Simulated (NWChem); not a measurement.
Species: CdHSF; SMILES [F][Cd][SH]

```xyz
4

Cd    -0.0109     0.3013     0.0000
F     -0.0016     2.2474     0.0000
S     -0.0484    -2.0359     0.0000
H      1.3139    -2.1143     0.0000
```
Atoms are numbered in this order, from 1.

Results from NWChem. Medium grid unless said otherwise, to which SCAN and Minnesota functionals are sensitive. Coordinates come from a PBE-D3(BJ)/def2-SVP optimisation. def2 effective core potentials on Cd; no spin-orbit coupling. Hybrids' shares of exact exchange are those that their runs print; pure functionals count as 0. The functionals differ in more than this share.

```csv
row,share of exact exchange,orbital gap (eV)
PBE/def2-SVP,0.00,3.60
HCTH/407/def2-SVP,0.00,3.60
TPSSh/def2-SVP,0.10,withheld
B3LYP/def2-SVP,0.20,5.14
M06/def2-SVP,0.27,5.50
BHandHLYP/def2-SVP,0.50,7.55
```

Fit a straight line of the last column on the one before it, predict the withheld value, and compare with the run.


1. Means of the 5 shown rows: x = 0.194, y = 5.078. Slope Σ(x − x̄)(y − ȳ)/Σ(x − x̄)² = 1.362/0.1747 = 7.797; intercept 3.565.
2. The shown rows scatter about the line by 0.088 (root mean square); the largest residual is -0.17, at M06/def2-SVP.
3. At x = 0.10 (TPSSh/def2-SVP; inside the shown range) the line gives 4.34.
4. The run gives 4.69, +0.35 from the line, 4.0 times the scatter.
